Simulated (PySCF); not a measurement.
Ligands exchanged one at a time, Si OH-H. All species are isolated molecules in the gas phase. One relaxed conformer stands for each flexible species; it need not be the lowest. Strings in code marks are SMILES.

The T1 excitation (TDA) from two functionals at the same geometries (PBE0-D3(BJ)/def2-TZVP), both in PySCF: PBE-D3(BJ)/def2-TZVP and PBE0-D3(BJ)/def2-TZVP. Excitations are Tamm–Dancoff values on a coarser integration grid. The basis has no diffuse functions, so Rydberg states are missing or too high.

```csv
species,PBE-D3(BJ)/def2-TZVP (eV)
0 of 4 OH replaced by H (`O[Si](O)(O)O`),6.80
1 of 4 OH replaced by H,7.04
"2 of 4 OH replaced by H (`O[SiH2]O` (H–O–Si–O torsion 66°, O–Si–O–H torsion 66°))",6.83
3 of 4 OH replaced by H (`O[SiH3]`),6.15
```

Question: What does PBE0-D3(BJ)/def2-TZVP give for each?

Answer: 
- 0 of 4 OH replaced by H (`O[Si](O)(O)O`): 7.81
- 1 of 4 OH replaced by H: 7.91
- 2 of 4 OH replaced by H (`O[SiH2]O` (H–O–Si–O torsion 66°, O–Si–O–H torsion 66°)): 7.52
- 3 of 4 OH replaced by H (`O[SiH3]`): 6.72
Over these rows, drawn at random from the members with no instability flagged (it was tested for open shells, ions and some series alone), PBE minus PBE0-D3(BJ): mean -0.78 eV, from -1.02 eV to -0.57 eV.
